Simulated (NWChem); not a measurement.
# AlNH3OCl; SMILES [NH2][Al]([OH])[Cl]

```xyz
7

Al     0.0866    -0.3426     0.0000
Cl    -0.1574     1.7504     0.0000
O      1.6872    -0.9315     0.0000
H      1.8867    -1.8750     0.0000
N     -1.3677    -1.3515     0.0000
H     -1.3935    -2.3628     0.0000
H     -2.3053    -0.9696     0.0000
```
Atoms are numbered in this order, from 1.

All runs: NWChem. Pople sets run with spherical d functions. STO-3G and 3-21G are far too small for this property and stand as cheap habits. All runs use the structure optimised with B3LYP/6-31G* (spherical d). Field at 589 nm.

### Question
Order these runs by computing time, cheapest first, and give rough ratios: B3LYP/def2-SVP; B3LYP/STO-3G; B3LYP/def2-SVPD; B3LYP/aug-cc-pVDZ.

### Answer
B3LYP/STO-3G (1), B3LYP/def2-SVP (6), B3LYP/def2-SVPD (20), B3LYP/aug-cc-pVDZ (60). Ratios are rough, from one shared machine; the cheapest took about 7 core-seconds (a rough figure). What differs between the cheapest and the dearest: isotropic polarisability (bohr³) 19.9 → 53.1; anisotropy (bohr³) 23.1 → 12.5.
